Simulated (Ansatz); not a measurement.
# Worked example: the barrier

An elementary step of Si$_{3}$N$_{2}$H$_{10}$OF, doublet (Si₃N₂H₈F ([F][Si]([NH][SiH3])[NH][SiH3]) + H₂O → Si₂NH₅OF ([OH][Si]([F])[NH][SiH3]) + SiNH₅ ([NH2][SiH3]) (still joined by a long Si–N bond); bonds formed: Si1–O8, N2–H7; bonds broken: H7–O8; bonds weakened to dative contacts: Si1–N2). “Start” is the structure reached by relaxing down from the saddle towards the reactants; PBE0-D4/def2-TZVP structures. The saddle:

```
17
angstrom
Si 0.7933 0.3728 1.0497
N 0.7709 -1.0095 -0.2128
Si 0.4578 -0.6391 -1.9015
N -0.5981 1.3250 0.5642
Si -2.2634 0.8495 0.5883
F 0.2628 -0.4391 2.3373
H 1.9723 -1.0276 0.2465
O 2.5701 -0.4821 1.1650
H 0.2566 -1.8149 0.1348
H 1.3102 0.5241 -2.2454
H 0.8439 -1.8120 -2.7269
H -0.9699 -0.3227 -2.1442
H -0.4136 2.3141 0.4894
H -2.9742 1.2008 1.8483
H -2.3020 -0.6282 0.4279
H -3.0046 1.4811 -0.5387
H 3.2877 0.1078 0.9182
```

Ansatz 0.2.0; basis: def2-TZVPP and def2-QZVPP; cores frozen in the correlated methods; orbitals are unrestricted.

Energies in eV:

| quantity | saddle | start |
| --- | --- | --- |
| Hartree–Fock, triple zeta (X = 3) | -31458.30895 | -31460.09866 |
| Hartree–Fock, quadruple zeta (X = 4) | -31459.44822 | -31461.25260 |
| MP2 correlation, X = 3 | -35.68158 | -34.94333 |
| MP2 correlation, X = 4 | -38.49611 | -37.75172 |
| CCSD(T) correlation, X = 3 | -38.57305 | -37.89037 |

Task: Work out the barrier at the basis limit: extrapolate Hartree–Fock as E(X) = E∞ + A exp(−7.88 √X) and the MP2 correlation as E(X) = E∞ + B X^−2.97 (the exponents that Neese and Valeev fitted for def2-TZVPP and QZVPP), then add CCSD(T) − MP2 in triple zeta.

Result: Each step is linear, so take the differences first (saddle − start): Hartree–Fock 1.78971 (X = 3) and 1.80438 (X = 4); MP2 correlation -0.73825 and -0.74439; CCSD(T) correlation -0.68268.
Two points give E∞ = E(4) + w [E(4) − E(3)], with w = 1/(exp(7.88 (2 − √3)) − 1) = 0.1377 for Hartree–Fock and w = 1/((4/3)^2.97 − 1) = 0.7407 for the correlation.
Hartree–Fock: 1.80438 + 0.1377 × 0.01467 = 1.8064 eV.
MP2 correlation: -0.74439 + 0.7407 × (-0.00614) = -0.7489 eV.
CCSD(T) − MP2: -0.68268 − (-0.73825) = 0.0556 eV.
Sum: 1.8064 + (-0.7489) + 0.0556 = 1.1131 eV, or 25.67 kcal/mol. Plain CCSD(T) in triple zeta gives 1.1070 eV, so the larger basis shifts the result by 0.0061 eV.

The T1 diagnostic stays at or below 0.014. ⟨S²⟩ of the unrestricted Hartree–Fock references: 0.75 to 0.76 (a pure state has 0.75).

The step is the kind of ligand exchange by which a precursor binds to a hydroxyl group, or is hydrolysed, in atomic layer deposition of oxides. Here a small cluster stands in for the surface site.

Labels in which every atom is bracketed show which atoms are joined, not bond orders.

For scale, one of the runs: CCSD(T)/def2-TZVPP, 390 basis functions, launched by `ansatz run in.yaml --threads 4 --pin off --events-out ev --progress --plain --max-ram 66560MiB --backend cuda --devices 0, --max-vram 37GiB`. Time: 110 s of wall clock on 4 CPU threads of an AMD EPYC 7R13 and a share of one NVIDIA H100; the host was shared. Peak host memory: 1.7 GiB.
